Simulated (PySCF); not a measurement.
Electron correlation in Tc (technetium, neutral)

[Kr] 4d5 5s2, high-spin 6S determinant. Calculation: PySCF 2.14, in def2-QZVPPD with the def2 core potential (28 electrons); scalar relativity through the core potential. Frozen: 4s2 4p6; 7 electrons correlated.

MP2 pair energies summed by pair of shells (mhartree):

| pair | energy | share (%) |
| --- | --- | --- |
| 4d-4d | -62.31 | 48.7 |
| 4d-5s | -46.02 | 36.0 |
| 5s-5s | -19.52 | 15.3 |

Total MP2 correlation energy: -127.85 mhartree.

Same-spin part -82.10 and opposite-spin part -45.75 mhartree; SCS-MP2 scales them by 1/3 and 6/5 to -82.27 mhartree.
